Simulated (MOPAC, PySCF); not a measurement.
[Zn(Br)2], neutral singlet in the gas phase. 

Cartesian coordinates (Å):
```xyz
3

Zn     0.0000     0.0000     0.0000
Br    -0.9872    -1.9745    -0.2300
Br     0.9872     1.9745     0.2300
```
Charge 0, multiplicity 1.

All levels are single points at this geometry (r2SCAN-D4/def2-SVP); Pople sets use spherical d functions. Orbital energies aren't observables, and empty levels follow the basis.

PBE/6-31G* (LANL2DZ on Zn) in PySCF gives dipole (D) = 0.00.

**Question.** Estimate the dipole (D) from each of these levels: B3LYP-D3(BJ)/def2-TZVP in PySCF; TPSSh-D3(BJ)/def2-TZVP in PySCF; B3LYP/6-311+G** (LANL2DZ on Br, Zn) in PySCF; B3LYP/6-31G* (LANL2DZ on Zn) in PySCF; B3LYP/LANL2DZ in PySCF; SVWN5/6-31G* (LANL2DZ on Zn) in PySCF; HF/3-21G in PySCF; AM1 in MOPAC.

**Answer.** 
```json
[
 {"level": "B3LYP-D3(BJ)/def2-TZVP in PySCF", "dipole (D)": "0.00"},
 {"level": "TPSSh-D3(BJ)/def2-TZVP in PySCF", "dipole (D)": "0.00"},
 {"level": "B3LYP/6-311+G** (LANL2DZ on Br, Zn) in PySCF", "dipole (D)": "0.00"},
 {"level": "B3LYP/6-31G* (LANL2DZ on Zn) in PySCF", "dipole (D)": "0.00"},
 {"level": "B3LYP/LANL2DZ in PySCF", "dipole (D)": "0.00"},
 {"level": "SVWN5/6-31G* (LANL2DZ on Zn) in PySCF", "dipole (D)": "0.00"},
 {"level": "HF/3-21G in PySCF", "dipole (D)": "0.00"},
 {"level": "AM1 in MOPAC", "dipole (D)": "0.00"}
]
```
